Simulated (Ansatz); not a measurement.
Calculated with Ansatz (gas phase, PBE0-D4/def2-TZVP geometries, no zero-point term in ΔE). CBS: MP2 limit from def2 TZ/QZ plus the TZ coupled-cluster correction, frozen cores. This one scheme is used for every species. DFT in def2-TZVPP. One conformer a species, not always the lowest.

`CO[SiH](F)O[SiH2]F` → `CO[SiH](O)F` + `F[SiH]`  (silylene formation by 1,1-elimination)

Q: Is it downhill or uphill in electronic energy at CCSD(T)/CBS, and by how much? (Best estimate.)

A: Computed: Uphill: ΔE = +3.45 eV.

Q: What do these levels give: ωB97M-V, MP2/def2-TZVPP, CCSD/def2-TZVPP, HF/def2-QZVPP, SCS-MP2/def2-QZVPP, HF/CBS(def2)? (Estimate.)

A: The calculation gave: ωB97M-V 3.33, MP2/def2-TZVPP 3.58, CCSD/def2-TZVPP 3.39, HF/def2-QZVPP 3.54, SCS-MP2/def2-QZVPP 3.54, HF/CBS(def2) 3.54 eV.

Largest T1 diagnostic among the species: 0.015.

The D4 term adds +0.16 eV with B3LYP and +0.09 eV with PBE0; it sums over pairs of atoms, weighted by their polarisabilities, and B3LYP, whose exchange is more repulsive, gets the larger term. From PBE to PBE0 (25 % exact exchange), in def2-TZVPP and without D4, ΔE moves by +0.21 eV.

B3LYP here is the variant with VWN-RPA as its local correlation; programs differ in this.
